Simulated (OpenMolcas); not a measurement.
OpenMolcas run: Cl2+

Input:

```
&GATEWAY
Coord
1

Cl 0.0 0.0 0.0
Basis=ANO-RCC
Group=XYZ
NoMove
AngMom=0.0 0.0 0.0
AMFI
&SEWARD
* reference wave functions (RASSCF and RASSI steps not shown): 5 electrons in 8 orbitals (3s 3p 4s 4p)
>>> COPY JOB001 $Project.JobIph
&CASPT2
Multistate=1 1
Frozen=1 0
IPEA=0.25
Imaginary=0.3
MaxIter=60
WThr=0.0 0.3 0.05
PrWF=0.5
NoMix
>>> COPY JOB002 $Project.JobIph
&CASPT2
Multistate=11 1 2 3 4 5 6 7 8 9 10 11
Frozen=1 0
IPEA=0.25
Imaginary=0.3
MaxIter=60
WThr=0.0 0.3 0.05
PrWF=0.5
NoMix
>>> COPY JOB003 $Project.JobIph
&CASPT2
Multistate=3 1 2 3
Frozen=1 0
IPEA=0.25
Imaginary=0.3
MaxIter=60
WThr=0.0 0.3 0.05
PrWF=0.5
NoMix
...
```

Launched by
```bash
OMP_NUM_THREADS=1 MOLCAS_MEM=2252 MOLCAS_PROJECT=a pymolcas a.inp > a.log  # once for each step of the input, in one work folder
```

Output, cut to the results:

```
--- CASPT2 ---
Orbital specifications:
      -----------------------

      Symmetry species                           1   2
                                                ag  au
      Frozen orbitals                            1   0
      Inactive orbitals                          1   3
      Active orbitals                            2   6
      Secondary orbitals                        47  40
      Deleted orbitals                           0   0
      Number of basis functions                 51  49
Type of calculation                        SS-CASPT2
      Fock operator                              state-specific
      IPEA shift                                 0.25
      Real shift                                 0.00
      Imaginary shift                            0.30
      The input orbitals will be transformed to quasi-canonical
Reference energy:        -459.6510242129
      E2 (Non-variational):      -0.2656608406
      Shift correction:          -0.0015774678
      E2 (Variational):          -0.2672383084
      Total energy:            -459.9182625213
      Residual norm:              0.0000002642
      Reference weight:           0.95763
      Contributions to the CASPT2 correlation energy
      Active & Virtual Only:         -0.0989540590
      One Inactive Excited:          -0.0463913677
      Two Inactive Excited:          -0.1203154139
::    CASPT2 Root  1     Total energy:   -459.91826252
--- CASPT2 ---
Orbital specifications:
      -----------------------

      Symmetry species                           1   2
                                                ag  au
      Frozen orbitals                            1   0
      Inactive orbitals                          1   3
      Active orbitals                            2   6
      Secondary orbitals                        47  40
      Deleted orbitals                           0   0
      Number of basis functions                 51  49
Type of calculation                        MS-CASPT2
      Fock operator                              state-specific
      IPEA shift                                 0.25
      Real shift                                 0.00
      Imaginary shift                            0.30
      The input orbitals will be transformed to quasi-canonical
Reference energy:        -459.5489204282
      E2 (Non-variational):      -0.2825716997
      Shift correction:          -0.0018739076
      E2 (Variational):          -0.2844456073
      Total energy:            -459.8333660355
      Residual norm:              0.0000002670
      Reference weight:           0.95174
      Contributions to the CASPT2 correlation energy
      Active & Virtual Only:         -0.1156660366
      One Inactive Excited:          -0.0456666692
      Two Inactive Excited:          -0.1212389939
Reference energy:        -459.5489204282
      E2 (Non-variational):      -0.2823604131
      Shift correction:          -0.0018634192
      E2 (Variational):          -0.2842238323
      Total energy:            -459.8331442605
      Residual norm:              0.0000002675
      Reference weight:           0.95190
      Contributions to the CASPT2 correlation energy
      Active & Virtual Only:         -0.1154589571
      One Inactive Excited:          -0.0456624897
      Two Inactive Excited:          -0.1212389663
::    CASPT2 Root  1     Total energy:   -459.83336604
::    CASPT2 Root  2     Total energy:   -459.83314426
::    CASPT2 Root  3     Total energy:   -459.83296474
::    CASPT2 Root  4     Total energy:   -459.83319544
::    CASPT2 Root  5     Total energy:   -459.83333184
::    CASPT2 Root  6     Total energy:   -459.77972828
::    CASPT2 Root  7     Total energy:   -459.77971910
::    CASPT2 Root  8     Total energy:   -459.77971903
::    CASPT2 Root  9     Total energy:   -458.72851151
::    CASPT2 Root 10     Total energy:   -458.72851143
::    CASPT2 Root 11     Total energy:   -458.72851074
::    MS-CASPT2 Root  1     Total energy:   -459.83464984
::    MS-CASPT2 Root  2     Total energy:   -459.83403604
::    MS-CASPT2 Root  3     Total energy:   -459.83337085
::    MS-CASPT2 Root  4     Total energy:   -459.83240024
::    MS-CASPT2 Root  5     Total energy:   -459.83154536
::    MS-CASPT2 Root  6     Total energy:   -459.77983500
::    MS-CASPT2 Root  7     Total energy:   -459.77982645
::    MS-CASPT2 Root  8     Total energy:   -459.77982638
::    MS-CASPT2 Root  9     Total energy:   -458.72840472
::    MS-CASPT2 Root 10     Total energy:   -458.72840406
::    MS-CASPT2 Root 11     Total energy:   -458.72840345
--- CASPT2 ---
Orbital specifications:
      -----------------------

      Symmetry species                           1   2
                                                ag  au
      Frozen orbitals                            1   0
      Inactive orbitals                          1   3
      Active orbitals                            2   6
      Secondary orbitals                        47  40
      Deleted orbitals                           0   0
      Number of basis functions                 51  49
Type of calculation                        MS-CASPT2
      Fock operator                              state-specific
      IPEA shift                                 0.25
      Real shift                                 0.00
      Imaginary shift                            0.30
      The input orbitals will be transformed to quasi-canonical
Reference energy:        -459.1670511324
      E2 (Non-variational):      -0.2757335747
      Shift correction:          -0.0065606851
      E2 (Variational):          -0.2822942599
      Total energy:            -459.4493453923
      Residual norm:              0.0000001591
      Reference weight:           0.93187
      Contributions to the CASPT2 correlation energy
      Active & Virtual Only:         -0.1123334774
      One Inactive Excited:          -0.0429496279
      Two Inactive Excited:          -0.1204504694
Reference energy:        -459.1670511324
...
```

Levels above the lowest, from the spin-orbit matrix with the single-state CASPT2 energies, averaged by term, on its diagonal:

| Configuration | Term | J | E (cm⁻¹) | Measured (cm⁻¹) | g | Term weight % |
| --- | --- | --- | --- | --- | --- | --- |
| 3s² 3p³ | ⁴S° | 3/2 | 0.0 | 0.0 | 2.002 | 100 |
| 3s² 3p³ | ²D° | 3/2 | 18620 | 18053 | 0.802 | 100 |
| 3s² 3p³ | ²D° | 5/2 | 18690 | 18120 | 1.200 | 100 |
| 3s² 3p³ | ²P° | 1/2 | 30430 | 29812 | 0.666 | 100 |
| 3s² 3p³ | ²P° | 3/2 | 30490 | 29907 | 1.332 | 99 |
| 3s 3p⁴ | ⁴P | 5/2 | 102590 | 98520 | 1.601 | 100 |
| 3s 3p⁴ | ⁴P | 3/2 | 103150 | 99130 | 1.735 | 100 |
| 3s 3p⁴ | ⁴P | 1/2 | 103470 | 99475 | 2.670 | 100 |
| 3s 3p⁴ | ²D | 3/2 | 131740 |  | 0.800 | 100 |
| 3s 3p⁴ | ²D | 5/2 | 131830 |  | 1.201 | 100 |

Against the 7 measured excited levels shown (Moore, Atomic Energy Levels, vol. I, NSRDS-NBS 35 (1971 reprint of NBS Circular 467, 1949)) the mean absolute deviation is 2100 cm-1; the largest miss in energy is 3s 3p⁴ ⁴P_5/2: computed 102590, measured 98520 cm⁻¹ (+4.1 %).

CASPT2 does not keep the components of a term degenerate, so their means are used; among the terms shown or strongly mixed into the levels shown the widest spread is 610 cm-1 (3s 3p⁴ ²D). Over all roots computed the reference weight is 0.86 to 0.96; the roots of lowest weight are the least certain, and an intruder state may touch them. Active for correlation alone: 4p 4s; no level in the range computed is led by a configuration that fills them, so any true level of that kind is missing. Terms of s pⁿ other than that of highest spin mix with s² pⁿ⁻² d, which this space lacks; all of them can be thousands of cm-1 off, and some have no real level of that name. Measured partners are found by configuration, term and J. A level has none where our copy of the source lacks it or the pairing is in doubt (some pairs that miss far off the trend of their configuration count as doubtful), and it then counts in no deviation. Levels of configurations outside the active space are missing. The first state left out of the spin-orbit step lies near 190000 cm-1 above the lowest spin-free state of the reference (among the parities and spins computed), and the list stops at four fifths of that energy or lower.

The CASPT2 steps took 34 s on 1 thread of Arm Neoverse V1 (shared host); the integral step is not counted.

The term weight is that of the spin-free term in the level, not the purity of its configuration. ° marks odd parity.
